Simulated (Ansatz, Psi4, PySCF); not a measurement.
C$_{2}$H$_{6}$N, doublet, geometry from GFN2-xTB. Base run: PySCF with R2SCAN/STO-3G.

Here is a job for PySCF.
```python
from pyscf import gto, scf, dft

mol = gto.Mole()
mol.atom = '''
    C     1.188537   -0.424238   -0.004752
    C     0.118637    0.590500   -0.003567
    N    -1.212300   -0.050011    0.007199
    H     1.483450   -0.892957    0.915867
    H     1.456114   -0.917577   -0.921124
    H     0.156730    1.218604   -0.896965
    H     0.167531    1.227693    0.882641
    H    -1.304807   -0.639290    0.829147
    H    -1.315965   -0.643969   -0.810038
'''
mol.basis = 'sto-3g'
mol.charge = 0
mol.spin = 1
mol.verbose = 4
mol.build()

mf = dft.UKS(mol)
mf.xc = 'r2scan'
mf.kernel()
```

The same geometry, method and basis name were run in Ansatz (a program for electronic structure) and Psi4 and PySCF, at each program's defaults and at the settings that a row names. The base is PySCF at its defaults. Differences at the defaults can come from grids, fitting, cores and function types together.

```tsv
code and settings	ΔE vs base (mEh)	basis functions	E (Eh)	SCF cycles	dipole (D)
PySCF, defaults (exact integrals, its default grid, spherical functions)	0.000	21	-132.73165	10	1.24
Psi4, defaults (density fitting with its default set, its default grid, spherical functions)	-1.089	21	-132.73274	9	1.24
Ansatz, defaults (factorised integrals, its default grid, spherical functions)	-0.048	21	-132.73170	-	-
PySCF, density fitting with def2-universal-jkfit	-1.005	21	-132.73266	10	1.24
PySCF, fine grid	-0.042	21	-132.73170	10	1.24
Psi4, exact integrals, spherical functions, fine grid	-0.052	21	-132.73171	12	1.24
Ansatz, high accuracy	-0.047	21	-132.73170	-	-
```

Open shells are given as the SCF converged; they aren't shown to be the lowest states, and a large step between rows can be another state.
